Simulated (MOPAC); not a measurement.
MOPAC input (PM3):

```
PM3 FORCE THERMO(298,298) PRECISE LET CHARGE=1 GEO-OK AUX(PRECISION=9) THREADS=1
CH3Zn

Zn   -0.32238364 1   -0.18539775 1   -0.25444261 1
C     1.05841554 1    0.60867830 1    0.83535793 1
H     1.54145969 1   -0.24632677 1    1.32690124 1
H     0.51485699 1    1.27199696 1    1.52131096 1
H     1.70137296 1    1.13531693 1    0.11756319 1
```

Question: Which zero-point energy does it print?

Answer: 20.94 kcal/mol, from the harmonic wavenumbers of PM3.
